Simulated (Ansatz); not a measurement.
**Pulling the pair apart**

The pair of F⁻ (SMILES [F-], atom 1) and CH5N (SMILES CN, atoms 2–8), both closed shells, in one local arrangement (a lower one may exist), relaxed at PBE0-D4/def2-TZVPD:

```
8
angstrom
F 0.5411 0.1441 -2.4840
C -0.3134 -0.4184 0.6636
N 0.5984 0.5456 0.0933
H -1.3287 -0.4237 0.2238
H -0.4287 -0.2811 1.7498
H 0.0887 -1.4264 0.5134
H 0.2038 1.4738 0.2064
H 0.6387 0.3861 -0.9664
```

CH5N is shifted rigidly along the line between the mean atom positions of the two fragments (negative: closer). Counterpoise interaction energies in kcal/mol. Program: Ansatz 0.2.0. Basis: def2-TZVPPD. Cores are frozen in the correlated methods. B3LYP uses VWN-RPA correlation.

```csv
shift (Å),MP2,B3LYP-D4,wB97M-V
-0.15,-16.90,-18.37,-18.05
-0.08,-18.00,-19.43,-19.11
0.00,-18.46,-19.85,-19.53
0.08,-18.46,-19.81,-19.50
0.18,-17.95,-19.24,-18.92
0.39,-16.16,-17.31,-17.00
0.77,-12.15,-12.99,-12.71
1.54,-6.56,-7.01,-6.77
```

**Question.** What does CCSD(T) give at these shifts? (An estimate is asked for; the value comes from the calculation.)

**Answer.** Computed: -17.03, -18.15, -18.63, -18.65, -18.14, -16.35, -12.28, -6.58 kcal/mol. For zero shift, CCSD(T) at an estimated basis limit (MP2 extrapolated from triple and quadruple zeta, plus CCSD(T) − MP2 in triple zeta) gives -19.67 kcal/mol. These are counterpoise interaction energies, counted from the two frozen fragments.

T1 diagnostic: at most 0.016.

For scale, one of the runs: CCSD(T)/def2-TZVPPD, 199 basis functions, launched by `ansatz run in.yaml --threads 2 --pin off --events-out ev --progress --plain --max-ram 5222MiB`. The run took 72 s on 2 CPU threads of an Arm Neoverse V1 (shared host), with 2.6 GiB of host memory at its peak.
